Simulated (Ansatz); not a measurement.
Consider the formal exchange of groups at a Ge–S bond: `[SiH3][CH2][GeH2][SH]` + BH₃ → `[BH2][GeH2][CH2][SiH3]` + H₂S.

Calculated with Ansatz (gas phase, PBE0-D4/def2-TZVP geometries, no zero-point term in ΔE). CCSD(T)/CBS adds triple-zeta CCSD(T) − MP2 to the extrapolated MP2 energy (def2 sets, frozen cores). This one scheme is used for every species. For Ge outer-core shells are correlated without core-valence functions, which leaves a few kJ/mol of doubt a bond. Scalar relativity is left out up to krypton. One conformer a species, not always the lowest.

| species | CCSD(T)/CBS(def2) energy (Eh) |
| --- | --- |
| `[SiH3][CH2][GeH2][SH]` | -2805.85730 |
| BH₃ | -26.55200 |
| `[BH2][GeH2][CH2][SiH3]` | -2433.41540 |
| H₂S | -398.97279 |

**Question.** Work out ΔE.

**Answer.** ΔE = (-2433.41540) + (-398.97279) − (-2805.85730) − (-26.55200) = 0.02111 Eh = +0.57 eV.

Largest T1 diagnostic among the species: 0.011.

The D4 term adds +0.05 eV with B3LYP and +0.03 eV with PBE0; it sums over pairs of atoms, weighted by their polarisabilities, and B3LYP, whose exchange is more repulsive, gets the larger term. From PBE to PBE0 (25 % exact exchange), in def2-TZVPP and without D4, ΔE moves by +0.05 eV.

B3LYP here is the variant with VWN-RPA as its local correlation; programs differ in this.
